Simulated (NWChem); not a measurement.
System: C2H7NSe; SMILES N(C)([SeH])C

Input file for NWChem:

```
start job
memory heap 200 mb stack 900 mb global 1100 mb
geometry units angstroms
  Se    -0.460021     0.539063     0.432076
  H     -1.176342     1.232341    -0.630705
  N      0.452966    -0.566497    -0.802431
  C      0.129026    -1.972835    -0.662519
  C      1.887046    -0.350759    -0.814668
  H      0.491992    -2.491852    -1.551672
  H      0.582509    -2.443164     0.218547
  H     -0.952758    -2.084179    -0.611105
  H      2.401566    -0.764770     0.061115
  H      2.291934    -0.831095    -1.707450
  H      2.084537     0.718248    -0.873971
end
basis spherical
  * library def2-svp
end
dft
  xc pbe0
  iterations 150
end
driver
  maxiter 120
end
task dft optimize
task dft freq
```

This build's default masses of Se (78.918 u) and Br (79.917 u) are each other's, which moves their modes by up to 0.6 %.

The level has its own optimisation; frequencies are unscaled.

Problem. Predict the main results of this run. (PBE0/def2-SVP.) Quantities: r H–Se (Å); r N–Se (Å); r C–N (Å); highest harmonic frequency (cm⁻¹); lowest (cm⁻¹); zero-point energy (kcal/mol); dipole (D).

Solution. r H–Se (Å): 1.477
r N–Se (Å): 1.858
r C–N (Å): 1.446
highest harmonic frequency (cm⁻¹): 3163
lowest (cm⁻¹): 202
zero-point energy (kcal/mol): 56.3
dipole (D): 0.72
